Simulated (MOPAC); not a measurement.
MOPAC input (PM3):

```
PM3 FORCE THERMO(298,298) PRECISE LET GEO-OK AUX(PRECISION=9) THREADS=1
F2Se

Se    0.01893984 1   -0.01695846 1    0.39388019 1
F     0.62544164 1    1.10960949 1   -0.73522809 1
F    -0.69755090 1   -1.04504370 1   -0.76438009 1
```

Output:

```
 *******************************************************************************
 **                                                                           **
 **                              MOPAC v23.2.5                                **
 **                                                                           **
 *******************************************************************************
 ** MOPAC's Digital Object Identifier: https://doi.org/10.5281/zenodo.6511958 **
 **                                                                           **
 ** Please cite the open-source release paper for use of this MOPAC version:  **
 ** J. E. Moussa and J. J. P. Stewart (2026)                                  **
 ** MOPAC: An open-source semiempirical molecular orbital program             **
 ** J. Open Source Softw., 11(119), 8025, https://doi.org/10.21105/joss.08025 **
 *******************************************************************************

                              PM3 CALCULATION RESULTS

 *******************************************************************************
 *  PM3        - The PM3 Hamiltonian to be used
 *  GEO-OK     - OVERRIDE INTERATOMIC DISTANCE AND OTHER SAFETY CHECKS
 *  LET        - OVERRIDE SOME SAFETY CHECKS
 *  PRECISE    - TIGHTER CRITERIA TO BE USED
 *  FORCE      - FORCE CALCULATION SPECIFIED
 *  AUX        - OUTPUT AUXILIARY INFORMATION
 *  THERMO     - THERMODYNAMIC QUANTITIES TO BE CALCULATED
 *******************************************************************************
PM3 FORCE THERMO(298,298) PRECISE LET GEO-OK AUX(PRECISION=9) THREADS=1
 F2Se

   ATOM   CHEMICAL          X               Y               Z
  NUMBER   SYMBOL      (ANGSTROMS)     (ANGSTROMS)     (ANGSTROMS)

     1      Se          0.01893984  *  -0.01695846  *   0.39388019  *
     2       F          0.62544164  *   1.10960949  *  -0.73522809  *
     3       F         -0.69755090  *  -1.04504370  *  -0.76438009  *

          CARTESIAN COORDINATES

    NO.       ATOM           X           Y           Z

     1        Se          0.0189     -0.0170      0.3939
     2         F          0.6254      1.1096     -0.7352
     3         F         -0.6976     -1.0450     -0.7644

  F: (PM3): J. J. P. STEWART, J. COMP. CHEM. 10, 209 (1989).
 Se: (PM3): J. J. P. STEWART, J. COMP. CHEM. 12, 320-341 (1991).

           Empirical Formula: Se F2  =     3 atoms

      MOLECULAR POINT GROUP   :   C2v

      RHF CALCULATION, NO. OF DOUBLY OCCUPIED LEVELS = 10

          HEAT OF FORMATION =    -103.447422 KCALS/MOLE

          CARTESIAN COORDINATE DERIVATIVES

   NUMBER  ATOM         X            Y            Z

     1      Se     -0.007574    -0.008330     0.000000
     2       F      0.008203     0.000173     0.000000
     3       F     -0.000629     0.008157     0.000000

 DIPOLE           X         Y         Z       TOTAL
 POINT-CHG.    -1.737    -1.917     0.000     2.587
 HYBRID         0.352     0.388    -0.000     0.524
 SUM           -1.385    -1.528     0.000     2.063

          GRADIENT NORM =   0.01616

          MOLECULAR WEIGHT =  116.96

          ROTATIONAL CONSTANTS IN CM(-1)

          A =    0.50032249   B =    0.27756067   C =    0.17852276

           PRINCIPAL MOMENTS OF INERTIA IN UNITS OF 10**(-40)*GRAM-CM**2

          A =       55.9494   B =      100.8527   C =      156.8022

          ORIENTATION OF MOLECULE IN FORCE CALCULATION

    NO.       ATOM         X         Y         Z

     1         Se      -0.2501   -0.2759    0.0000
     2          F       1.4564   -0.2759    0.0000
     3          F      -0.4171    1.4224   -0.0000

    FIRST DERIVATIVES WILL BE USED IN THE CALCULATION OF SECOND DERIVATIVES

    FOR POINT-GROUP C2v  THERE ARE   4 UNIQUE SYMMETRY FUNCTIONS.


(To convert to Hartree/Bohr^2, multiply by (10^(-21) x N x a0^2)/(4.184 x 627.51) =  0.0642)

           FORCE MATRIX IN MILLIDYNES/ANGSTROM

                 Se  1       F  2       F  3
 ------------------------------------------
    Se    1   5.077096
     F    2   3.316447   3.390437
     F    3   3.315625   0.389320   3.390437

          HEAT OF FORMATION =    -103.447422 KCALS/MOLE

          ZERO POINT ENERGY       2.128 KCAL/MOL

           NORMAL COORDINATE ANALYSIS (Total motion = 1 Angstrom)

   Root No.       1         2         3

                 1 A1      1 B2      2 A1

                 268.6     600.3     619.4

           1   -0.0844   -0.1121   -0.0934
           2   -0.0931    0.1016   -0.1031
           3    0.0000   -0.0000    0.0000
           4   -0.0844    0.4244    0.4304
           5    0.4289    0.0000    0.0000
           6   -0.0000   -0.0000   -0.0000
           7    0.4352    0.0415   -0.0421
           8   -0.0421   -0.4223    0.4284
           9    0.0000    0.0000   -0.0000

           MASS-WEIGHTED COORDINATE ANALYSIS (NORMAL COORDINATES)

   Root No.       1         2         3

                 1 A1      1 B2      2 A1

                 268.6     600.3     619.4

           1   -0.2571   -0.3387   -0.2837
           2   -0.2836    0.3070   -0.3129
           3    0.0000   -0.0000    0.0000
           4   -0.1262    0.6289    0.6409
           5    0.6410    0.0000    0.0001
           6   -0.0000   -0.0000   -0.0000
           7    0.6502    0.0615   -0.0627
           8   -0.0628   -0.6259    0.6379
           9    0.0000    0.0000   -0.0000

          DESCRIPTION OF VIBRATIONS

 VIBRATION          1    1A1         ATOM PAIR     ENERGY CONTRIBUTION    RADIAL
 FREQUENCY           268.60         Se1 -- F 3         +50.0% ( 62.8%)      2.0%
 TRANSITION DIPOLE   1.1294         Se1 -- F 2         +50.0% ( 62.8%)      2.0%
 TRAVEL (Ang.)       0.1707
 REDUCED MASS        8.6145
 EFFECTIVE MASS     28.0679
 FORCE CONSTANT      0.3662

 VIBRATION          2    1B2         ATOM PAIR     ENERGY CONTRIBUTION    RADIAL
 FREQUENCY           600.26         Se1 -- F 2         +50.0% ( 73.5%)     90.9%
 TRANSITION DIPOLE   2.3361         Se1 -- F 3         +50.0% ( 73.5%)     90.9%
 TRAVEL (Ang.)       0.1094
 REDUCED MASS        9.3918
 EFFECTIVE MASS     28.1408
 FORCE CONSTANT      1.9938

 VIBRATION          3    2A1         ATOM PAIR     ENERGY CONTRIBUTION    RADIAL
 FREQUENCY           619.37         Se1 -- F 3         +50.0% ( 70.8%)     89.7%
 TRANSITION DIPOLE   1.4315         Se1 -- F 2         +50.0% ( 70.8%)     89.7%
 TRAVEL (Ang.)       0.1104
 REDUCED MASS        8.9250
 EFFECTIVE MASS     26.7912
 FORCE CONSTANT      2.0173

      SYMMETRY NUMBER FOR POINT-GROUP C2v =  2

          SYSTEM IS A GROUND STATE

 F2Se

          MOLECULE IS NOT LINEAR

          THERE ARE  3 GENUINE VIBRATIONS IN THIS SYSTEM
          THIS THERMODYNAMICS CALCULATION IS LIMITED TO
          MOLECULES WHICH HAVE NO INTERNAL ROTATIONS

                    CALCULATED THERMODYNAMIC PROPERTIES
                                          *
   TEMP. (K)   PARTITION FUNCTION   H.O.F.    ENTHALPY  HEAT CAPACITY ENTROPY
                                   KCAL/MOL   CAL/MOLE    CAL/K/MOL  CAL/K/MOL

 298.00  VIB.     0.1534D+01                   482.8151     3.7516     2.4700
         ROT.     0.1678D+05                   888.2803     2.9808    22.3119
         INT.     0.2573D+05                  1371.0954     6.7324    24.7819
         TRA.     0.1223D+28                  1480.4672     4.9680    40.1827
         TOT.                     -103.447    2851.5626    11.7004    64.9646

   *: NOTE: HEATS OF FORMATION ARE RELATIVE TO THE
            ELEMENTS IN THEIR STANDARD STATE AT 298K
              (=  Standard Enthalpy of Formation).

            Hvib:  Zero-point energy is not included.
                   frequencies of less than zero cm-1 are not included.
            Hrot = (3/2)RT
            Htra = (3/2)RT + pV = (5/2)RT

            Heat capacity is Cp, not Cv

          For more information, see: HTTP://OpenMOPAC.net/Manual/thermochemistry.html

           FORCE CONSTANT IN CARTESIAN COORDINATES (Millidynes/A)

    ATOM   CHEMICAL       X               Y               Z
   NUMBER   SYMBOL  FORCE CONSTANT  FORCE CONSTANT  FORCE CONSTANT

      1      Se        3.581197        3.597961        0.001860
      2       F        3.372112        0.331764        0.000913
      3       F        0.373591        3.330285        0.000913

 **********************
 *                    *
 * JOB ENDED NORMALLY *
 *                    *
 **********************

 == MOPAC DONE ==
```
